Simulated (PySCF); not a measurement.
# Computed structure and properties of [Eu(N2)2]3+

System: [Eu(N2)2]3+ (singlet in the valence; each metal's 4f electrons, 6 of them, lie in its core potential, out of spins and levels); start: displaced along the imaginary mode (C2v). Method: PySCF 2.14.0, RKS TPSS, Eu lcecp-1-SVP with ECP52, N def2-SVP; non-relativistic Hamiltonian with scalar-relativistic core potentials where named; density fitting; no spin-orbit coupling.

Input of the relaxation:

```python
mol = gto.M(atom='''
Eu    -0.04267    -0.06374     0.00000
N      0.09392     0.14028     2.49883
N      0.13909     0.20774     3.61547
N      0.09392     0.14028    -2.49883
N      0.13909     0.20774    -3.61547''',
    basis={'Eu': 'lcecp-1-SVP', 'N': 'def2-SVP'},
    ecp={'Eu': 'lcecp-1-SVP'},
    charge=3, spin=0)
mf = dft.RKS(mol, xc='TPSS')
mf.grids.atom_grid = (50, 194)  # f atoms: unpruned, at least (60, 302)
mf = mf.density_fit()  # fitting sets: Eu AutoAux, N def2-universal-JKFIT
mf.conv_tol = 1e-08; mf.max_cycle = 55
mf.kernel(dm0)  # dm0: converged density of the start geometry
# quasi-Newton relaxation in Cartesian coordinates to a largest gradient under 0.00045 Eh/bohr, steps kept in the point group
```

Run from Python with OMP_NUM_THREADS=2; the lines above give its settings. Where DIIS fails, smearing, a level shift and second-order steps follow.
It took 77 s on 2 threads of Intel(R) Xeon(R) 6975P-C (Granite Rapids) (shared host), from the converged density of the start.

Course of the relaxation:

```tsv
step	energy above end (eV)	largest force component within the symmetry (eV/Å)
0	0.1336	0.423
1	0.1319	0.538
2	0.1283	0.173
3	0.1214	0.490
4	0.1145	0.982
5	0.0973	1.641
6	0.0676	1.479
7	0.0538	0.541
21	0.0008	0.112
22	0.0003	0.021
23	0.0002	0.016
24	0.0001	0.044
25	0.0000	0.037
26	0.0000	0.003
```
(The steps between are left out.)

Relaxed geometry (C2v):

```xyz
5

Eu   -0.6632   -0.9905    0.0000
N     0.1016    0.1518    2.0438
N     0.4416    0.6596    2.9787
N     0.1016    0.1518   -2.0438
N     0.4416    0.6596   -2.9787
```

| contact | Å |
| --- | --- |
| Eu1–N2 (N2) | 2.463 |
| Eu1–N4 (N2) | 2.463 |

On the finer grid (75, 302):

```yaml
HOMO: -25.36 eV
LUMO: -20.68 eV
Dipole_about_the_centre_of_mass: 1.27 D
Set_of_Mulliken_populations_of_Eu1_outside_the_core_potential: s 2.10, p 6.06, d 0.37, f 0.02
D3_BJ_dispersion_energy_not_in_the_energies: -0.123 eV
```

```json
{"atom": "Eu1", "Mulliken (e)": "2.45", "Löwdin (e)": "2.10", "spin (e)": "0.00"}
{"atom": "N2", "Mulliken (e)": "-0.07", "Löwdin (e)": "0.02", "spin (e)": "0.00"}
{"atom": "N3", "Mulliken (e)": "0.34", "Löwdin (e)": "0.43", "spin (e)": "0.00"}
{"atom": "N4", "Mulliken (e)": "-0.07", "Löwdin (e)": "0.02", "spin (e)": "0.00"}
{"atom": "N5", "Mulliken (e)": "0.34", "Löwdin (e)": "0.43", "spin (e)": "0.00"}
```

The 4f levels lie in the core potential and are missing. Their spin isn't counted.

No frequency check is given for this geometry.

Taking off one N2 (charge 0, singlet; the rest: singlet) in vacuum, both parts rigid, costs 2.20 eV; the small basis without counterpoise inflates it. Parting with an electron moved from the ligand to the metal can be far cheaper, even downhill.

Rigid scan of N2 along the line from its metal:

(distance to N2 (Å), energy (eV)): (2.16, 0.460), (2.26, 0.176), (2.36, 0.038), (2.46, 0.000), (2.56, 0.029), (2.66, 0.100), (2.86, 0.308)

One start shape was tried, so this needn't be the lowest isomer.

An lcecp potential fixes the number of 4f electrons, so in runs with it no electron can move into or out of that shell.
